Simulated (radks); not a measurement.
These are the eigenvalues of the occupied orbitals of an atom or ion with whole-number occupations (hartree). All-electron calculation, non-relativistic Kohn-Sham, LB94 model potential, spin-polarised, spherical densities, point nucleus. Program: a radial shooting solver on a logarithmic mesh with Libxc functionals.

1s down: -2006.394
1s up: -2006.369
2s up: -401.8219
2s down: -401.7483
2p down: -388.5261
2p up: -388.5196
3s up: -151.5027
3s down: -150.7465
3p up: -145.9875
3p down: -145.1849
3d up: -136.6407

Which element is it, and in what charge state? The configuration may be excited. Open shells, if any, are filled with parallel spins first.

Answer. Z = 67, holmium, charge +45: Ho45+ in [Ar] 3d4. The list shows which subshells hold electrons but not how many an open one holds; the 1s level, -2006.4 hartree, gives Z - s = 63.3 by -(Z - s)^2/2, which with screening narrows Z to a few neighbours, and the depths of the outer levels then fix element, charge and occupations together.
